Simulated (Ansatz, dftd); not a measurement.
Species: BP2H5, charge 0, singlet. BP2H5 (SMILES PBP).
B3LYP-D3(BJ)/def2-TZVP minimum from Ansatz (a program for electronic structure):
```
B
H 1 1.1906
P 1 1.8820 2 117.06
H 3 1.4111 1 100.73 2 46.46
H 3 1.4119 4 98.37 1 -104.90
P 1 1.8820 2 117.06 3 -164.56
H 6 1.4111 1 100.73 2 -46.46
H 6 1.4119 7 98.37 1 104.90
```

Property: atomisation energy (electronic, to ground-state atoms), in kJ/mol. Open shells are spin-unrestricted; no spin-orbit coupling. Correlated methods leave the cores frozen. Rows without X2C or -DK are non-relativistic. CBS(X,Y): correlation extrapolated as X^-3, Hartree-Fock from the larger set. A bracket is a step between two methods taken in the basis named. The functionals are non-relativistic, so their misses hold any scalar relativity. 'core' is core correlation in cc-pwCVTZ (1s frozen past Ne), 'X2C' scalar relativity in cc-pVTZ-DK, both at CCSD(T). For partners of very few electrons the exact lower level stands in for a higher one.

| level | program | atomisation energy (kJ/mol) | difference against the last row |
|---|---|---|---|
| HF/cc-pV(T+d)Z | Ansatz | 1667.0 | -648.7 |
| PBE-D3(BJ)/def2-TZVPD | Ansatz + dftd3 | 2351.4 | 35.7 |
| PBE/def2-TZVPD | Ansatz | 2334.5 | 18.8 |
| CAM-B3LYP-D3(BJ)/def2-TZVPD | Ansatz + dftd3 | 2343.8 | 28.1 |
| MP2/cc-pV(T+d)Z | Ansatz | 2206.5 | -109.2 |
| CCSD/cc-pV(T+d)Z | Ansatz | 2200.4 | -115.3 |
| CCSD(T)/cc-pV(D+d)Z | Ansatz | 2097.3 | -218.4 |
| CCSDT(Q)/cc-pV(D+d)Z | Ansatz | 2100.5 | -215.2 |
| CCSD(T)/CBS(cc-pV(T+d)Z,cc-pV(Q+d)Z) + [CCSDT(Q) - CCSD(T)]/cc-pV(D+d)Z + core + X2C | Ansatz | 2315.7 | 0.0 |
